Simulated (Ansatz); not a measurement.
The same path of AlF$_{3}$H$_{2}$ (6 atoms, charge 0, multiplicity 1) was run twice with different band settings. Lost on the way: Al1–H2, F5–H6. Made: H2–H6.

Method: Ansatz 0.2.0, RKS BHLYP/def2-SVP.

Relaxed end points:

```xyz
6
Properties=species:S:1:pos:R:3
Al 0.004 0.081 0.112
H 0.000 0.687 1.554
F 1.409 0.061 -0.756
F -1.411 -0.008 -0.736
F 0.055 -1.817 0.758
H 0.070 -1.902 1.680
```

```xyz
6
Properties=species:S:1:pos:R:3
Al 0.019 -0.602 -0.197
H 0.014 0.164 1.788
F 1.409 0.197 -0.529
F -1.412 0.131 -0.504
F 0.060 -2.206 0.139
H 0.038 -0.584 1.915
```

Common settings: movable images 5; climbing image yes; spring 5.0 eV/Å²; optimiser quadratic models (default); start path through a guess of the saddle point; iteration limit 60; end points relaxed.

| run | force threshold |
| --- | --- |
| 1 | 0.05 eV/Å |
| 2 | 0.5 eV/Å |

Question: What does each run give, and how far can it be trusted?

Answer: Run 1: converged after 9 iterations, highest image 0.356 eV above the first end. A vibrational analysis at the climbing image gives one clearly imaginary mode, 1051i cm⁻¹: a first-order saddle point.
Run 2: converged after 6 iterations, highest image 0.365 eV above the first end. The threshold of 0.5 eV/Å is loose, so the images may lie well off the minimum-energy path. The order of the stationary point at the top wasn't checked.
The orbitals stay closed-shell, which can raise the energy where a bond breaks towards radicals; this wasn't checked here.
